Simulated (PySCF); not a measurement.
Two species compared at the same levels of theory.

First species: C8H9P.
SMILES: `c1ccc(C2CC2)pc1`

Second species: C5H9F3NPS.
Z-matrix (Å and degrees, GFN2-xTB geometry), rows numbered from 1:
```
C 
N   1  1.4494
C   2  1.4473  1  112.30
C   2  1.4458  1  113.71  3   128.41
P   4  1.8452  2  104.81  1   134.76
S   5  1.9287  4  120.21  2   173.02
C   5  1.8360  4   99.78  2   -61.71
F   7  1.3407  5  116.52  4   -43.92
C   7  1.3274  5  121.66  4   145.79
F   9  1.3261  7  120.46  5    -9.43
F   9  1.3183  7  128.12  5   173.69
H   1  1.0990  2  112.63  3   -63.20
H   1  1.0890  2  108.73  3    57.26
H   1  1.0885  2  109.33  3   175.42
H   3  1.0903  2  109.47  1  -178.85
H   3  1.0888  2  109.02  1   -60.16
H   3  1.0998  2  112.39  1    60.51
H   4  1.0994  2  114.87  1  -103.70
H   4  1.0957  2  112.02  1    19.48
H   5  1.3941  4  103.19  2    38.84
```

Levels: PBE0/pcSseg-1 for dipole moment, HOMO energy, LUMO energy and HOMO–LUMO gap; GFN2-xTB for rotational constant A and rotational constant C. Geometries: GFN2-xTB. All species are isolated and taken at one optimised geometry, non-relativistic unless stated. Electronic properties by PySCF.

The conformers computed, where there is a choice (atom-mapped SMILES and torsion angles):
- `[cH:1]1[cH:2][cH:3][c:4]([CH:5]2[CH2:6][CH2:7]2)[p:8][cH:9]1`: C3–C4–C5–C6 -145°
- `[CH3:1][N:2]([CH3:3])[CH2:4][P@@H:5](=[S:6])[C:7]([F:8])=[C:9]([F:10])[F:11]`: C1–N2–C4–P5 135°, N2–C4–P5–S6 173°, C4–P5–C7–F8 -44°

Task: Which of the two has the higher rotational constant A, and by how much?

Result: The first: 3.151 GHz against 0.869 GHz, a difference of 2.282 GHz.

Task: Which has the higher LUMO energy?

Result: The second: -0.37 eV against -1.43 eV, a difference of 1.06 eV.

Task: Which of the two has the higher HOMO energy, and by how much?

Result: The second: -6.58 eV against -6.71 eV, a difference of 0.13 eV.

Task: Which has the higher HOMO–LUMO gap?

Result: The second: 6.21 eV against 5.28 eV, a difference of 0.93 eV.

Task: Which has the higher rotational constant C?

Result: The first: 0.845 GHz against 0.469 GHz, a difference of 0.376 GHz.

Task: Which has the higher dipole moment?

Result: The second: 5.10 D against 1.44 D, a difference of 3.66 D.

On the first: The dipole equals about 4.8 × 10⁻³⁰ C·m (1 D = 3.33564 × 10⁻³⁰ C·m).

On the second: The dipole equals about 17.0 × 10⁻³⁰ C·m (1 D = 3.33564 × 10⁻³⁰ C·m). A dipole of 5.10 D is allowed in C1, and pure rotational transitions are dipole-allowed.
